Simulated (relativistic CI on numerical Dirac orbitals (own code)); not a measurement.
**How well does a small relativistic CI reproduce Si2+?**

Method of calculation: Dirac-Coulomb-Breit CI, separate exchange-only KLI orbitals for each configuration, model QED, valence Slater integrals scaled by 0.85, P86 correlation energy added to each configuration (own radial code, finite nucleus).

Configurations in the expansion (outside the closed core [Ne]): 3s2, 3s.3p, 3p2, 3s.3d, 3d2, 3s.4s, 3p.3d, 3p.4s, 3s.4p, 3s.4d, 3s.5s, 3s.4f, 3s.5p, 3d.4s, 3s.5d, 3s.5f. Levels of other configurations are missing.

```csv
Configuration,Term (tabulated),J,Measured (cm⁻¹),Computed,Error,Purity (%)
3s2,1S,0,0.0,0,0,96
3s.3p,3P°,0,52724.7,50974,-1751,99
3s.3p,3P°,1,52853.3,51096,-1757,99
3s.3p,3P°,2,53115.0,51345,-1770,99
3s.3p,1P°,1,82884.4,80548,-2336,95
3p2,1D,2,122214.5,121611,-603,68
3p2,3P,0,129708.4,128038,-1670,99
3p2,3P,1,129842.0,128166,-1676,99
3p2,3P,2,130100.5,128414,-1687,99
3s.3d,3D,3,142943.7,142558,-386,100
3s.3d,3D,2,142945.8,142562,-384,100
3s.3d,3D,1,142948.2,142566,-383,100
3s.4s,3S,1,153377.0,153554,177,100
3p2,1S,0,153444.2,152202,-1243,91
3s.4s,1S,0,159069.6,160102,1033,97
3s.3d,1D,2,165765.0,165734,-31,65
3s.4p,3P°,0,175230.0,175014,-216,99
3s.4p,3P°,1,175263.1,175047,-216,99
3s.4p,3P°,2,175336.3,175119,-217,99
3p.3d,3F°,2,198923.1,199131,208,84
3p.3d,3F°,3,199026.5,199243,216,84
3p.3d,3F°,4,199164.1,199391,227,84
3s.4d,3D,1,201597.7,201612,14,100
3s.4d,3D,2,201598.3,201611,12,100
3s.4d,3D,3,201599.5,201609,9,100
3s.4d,1D,2,204330.8,206065,1735,93
3s.4f,1F°,3,204828.1,207446,2618,89
3p.3d,1D°,2,205029.1,203663,-1366,100
3s.5s,3S,1,206176.1,206460,284,100
3s.5s,1S,0,207874.1,208902,1028,100
3s.4f,3F°,2,209531.4,211640,2109,85
3s.4f,3F°,3,209559.3,211658,2098,85
3s.4f,3F°,4,209599.7,211683,2083,85
3s.5p,1P°,1,214532.2,214949,417,89
3s.5p,3P°,2,214989.3,215813,824,74
3s.5p,3P°,1,214994.6,215801,807,76
3s.5p,3P°,0,214995.5,215791,796,78
3p.3d,3P°,2,216190.2,214099,-2091,83
3p.3d,3P°,1,216288.7,214205,-2083,81
3p.3d,3P°,0,216350.3,214264,-2086,79
3p.3d,3D°,1,217385.8,215563,-1823,95
3p.3d,3D°,2,217439.9,215604,-1836,90
3p.3d,3D°,3,217489.5,215671,-1818,100
3s.5f,1F°,3,225526.3,228137,2611,66
3p.4s,3P°,0,226400.0,225688,-712,98
3p.4s,3P°,1,226527.4,225823,-705,98
3p.4s,3P°,2,226820.3,226107,-713,98
3s.5d,3D,1,227081.2,227514,433,100
3s.5d,3D,2,227084.2,227514,430,100
3s.5d,3D,3,227088.7,227513,425,100
3s.5d,1D,2,227665.1,228961,1296,98
3p.4s,1P°,1,228699.8,232657,3957,85
3s.5f,3F°,2,230267.7,232461,2193,99
3s.5f,3F°,3,230268.6,232462,2193,99
3s.5f,3F°,4,230270.7,232463,2193,99
3p.3d,1P°,1,235951.1,238209,2258,94
```

Measured levels from NIST levels in Kelleher and Podobedova, J. Phys. Chem. Ref. Data 37, 1285 (2008); pairs were made by configuration, J and term (by order where the table uses no LS term), so strongly mixed levels may be paired wrongly.

Mean error by configuration (cm⁻¹): 3s.3p -1904; 3p2 -1376; 3s.3d -296; 3s.4s 605; 3s.4p -216; 3p.3d -927; 3s.4d 443; 3s.4f 2227; 3s.5s 656; 3s.5p 711; 3s.5f 2297; 3p.4s 457; 3s.5d 646. Over the excited levels the mean absolute error is 1204 cm⁻¹ (55 of the 68 excited levels that our extract of the source holds in range could be paired, and the others can miss by more), and the median relative error of those above 1,000 cm⁻¹ is 0.57 %.
